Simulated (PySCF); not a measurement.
# Trend along group 4: MCl cations

PBE0 with triple-zeta basis sets in PySCF, for the lowest determinant that a PBE0 search found; no spin–orbit coupling. De refers to high-spin ground-configuration atoms (the charge goes to the atom of lower measured ionisation energy or higher electron affinity, which is not always the lowest computed limit). A positive dipole points towards Cl; it is taken about the centre of mass and depends on that origin.

| M | basis | charged atom | state (unpaired electrons) | Re (Å) | ωe (cm⁻¹) | De (eV) | μ (D) |
| --- | --- | --- | --- | --- | --- | --- | --- |
| Ti | def2-TZVPPD | Ti+ | triplet (π ↑, δ ↑) | 2.179 | 485 | n/a | -7.72 |
| Zr | def2-TZVPPD | Zr+ | triplet (σ ↑, δ ↑) | 2.228 | 467 | n/a | -5.23 |
| Hf | def2-TZVPPD | Hf+ | triplet (σ ↑, δ ↑) | 2.226 | 448 | n/a | -3.58 |

The shortest bond is that of TiCl⁺ (2.179 Å), the longest that of ZrCl⁺ (2.228 Å).

The state changes along the series, so neighbouring rows are not always alike in their bonding.

De is left out where the level can put another filling of the metal’s s and d shells below the measured ground configuration, by anything from nothing to about 1 eV. These are scalar-relativistic numbers at best; spin–orbit coupling would shift them, the dissociation energy most. The state is the lowest single determinant that the PBE0 search found; with open d or f shells the true ground state can be another one.
